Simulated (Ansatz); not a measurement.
`[H]/C=C/c1ccc(/C=C/c2ccc(/C=C/c3ccccc3)cc2)cc1`, 44 atoms. Hardware: 2 threads of AMD EPYC 7R13 on a shared host and a share (18 GiB) of an NVIDIA H100 80GB HBM3.

Correlated methods freeze 24 core orbitals. Single mean-field runs in def2-SVP, def2-TZVP are fitted with def2-universal-jkfit.

**Question.** How many basis functions does each of these Ansatz runs have, and roughly what does it cost? PBE-D4/def2-TZVP, charge 0 singlet, energy and forces, from earlier orbitals; PBE0-D4/def2-TZVP, charge 1 doublet, energy, from earlier orbitals; PBE0-D4/def2-TZVP, charge 0 triplet at the geometry of the charge 0 singlet, energy; MP2/def2-SVP, charge 0 singlet, energy, from earlier orbitals; PBE-QIDH/def2-TZVP, charge 0 singlet, energy, from earlier orbitals; CAM-B3LYP-D4/def2-TZVP, charge 0 singlet, energy, from earlier orbitals; PBE-D4/def2-SVP, charge 0 singlet, relaxation, 11 steps; PBE-D4/def2-TZVP, charge 0 triplet at the geometry of the charge 0 singlet, energy, from earlier orbitals; RPA@PBE/def2-SVP, charge 0 singlet, energy, from earlier orbitals; PBE-D4/def2-SVP, charge 1 doublet, relaxation, 6 steps; CAM-B3LYP-D4/def2-TZVP, charge -1 doublet at the geometry of the charge 0 singlet, energy, from earlier orbitals; PBE0-D4/def2-TZVP, charge -1 doublet at the geometry of the charge 0 singlet, energy.

**Answer.** Other jobs shared the machine, so times can vary by a factor of up to 3. A dash marks memory too small to be measured apart from the calling script's.

```json
{"run": "CAM-B3LYP-D4/def2-TZVP, charge 0 singlet, energy, from earlier orbitals", "functions": "864", "fitting or Cholesky vectors": "2160", "wall time": "6 s", "peak host memory (GiB)": "–"}
{"run": "RPA@PBE/def2-SVP, charge 0 singlet, energy, from earlier orbitals", "functions": "436", "fitting or Cholesky vectors": "4540", "wall time": "6.5 s", "peak host memory (GiB)": "2.3"}
{"run": "MP2/def2-SVP, charge 0 singlet, energy, from earlier orbitals", "functions": "436", "fitting or Cholesky vectors": "4540", "wall time": "6.5 s", "peak host memory (GiB)": "–"}
{"run": "PBE-D4/def2-TZVP, charge 0 triplet at the geometry of the charge 0 singlet, energy, from earlier orbitals", "functions": "864", "fitting or Cholesky vectors": "2160", "wall time": "7.5 s", "peak host memory (GiB)": "–"}
{"run": "PBE0-D4/def2-TZVP, charge 1 doublet, energy, from earlier orbitals", "functions": "864", "fitting or Cholesky vectors": "2160", "wall time": "7.5 s", "peak host memory (GiB)": "–"}
{"run": "PBE-QIDH/def2-TZVP, charge 0 singlet, energy, from earlier orbitals", "functions": "864", "fitting or Cholesky vectors": "2160", "wall time": "7.5 s", "peak host memory (GiB)": "4.1"}
{"run": "PBE-D4/def2-TZVP, charge 0 singlet, energy and forces, from earlier orbitals", "functions": "864", "fitting or Cholesky vectors": "2160", "wall time": "8 s", "peak host memory (GiB)": "–"}
{"run": "PBE0-D4/def2-TZVP, charge -1 doublet at the geometry of the charge 0 singlet, energy", "functions": "864", "fitting or Cholesky vectors": "2160", "wall time": "9 s", "peak host memory (GiB)": "1.4"}
{"run": "CAM-B3LYP-D4/def2-TZVP, charge -1 doublet at the geometry of the charge 0 singlet, energy, from earlier orbitals", "functions": "864", "fitting or Cholesky vectors": "2160", "wall time": "11 s", "peak host memory (GiB)": "–"}
{"run": "PBE0-D4/def2-TZVP, charge 0 triplet at the geometry of the charge 0 singlet, energy", "functions": "864", "fitting or Cholesky vectors": "2160", "wall time": "13 s", "peak host memory (GiB)": "1.6"}
{"run": "PBE-D4/def2-SVP, charge 1 doublet, relaxation, 6 steps", "functions": "436", "fitting or Cholesky vectors": "2160", "wall time": "26 s", "peak host memory (GiB)": "–"}
{"run": "PBE-D4/def2-SVP, charge 0 singlet, relaxation, 11 steps", "functions": "436", "fitting or Cholesky vectors": "2160", "wall time": "34 s", "peak host memory (GiB)": "–"}
```
